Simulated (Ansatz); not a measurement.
Input for Ansatz (a quantum-chemistry and plane-wave program): U-wB97M-V/def2-TZVPP on F (SMILES [F]).

Ansatz 0.2 input:
```yaml
crystal:
  periodic: [false, false, false]
  atoms:
    - {symbol: F, position_ang: [0.00000000, 0.00000000, 0.00000000]}
basis:
  gaussian:
    orbitals: def2-TZVPP
hamiltonian:
  xc: {name: wB97M-V}
magnetization: {spin_polarized: true, initial_magnetization: 1}
```

Task: Predict the final total energy.

Result: -99.7453 hartree.
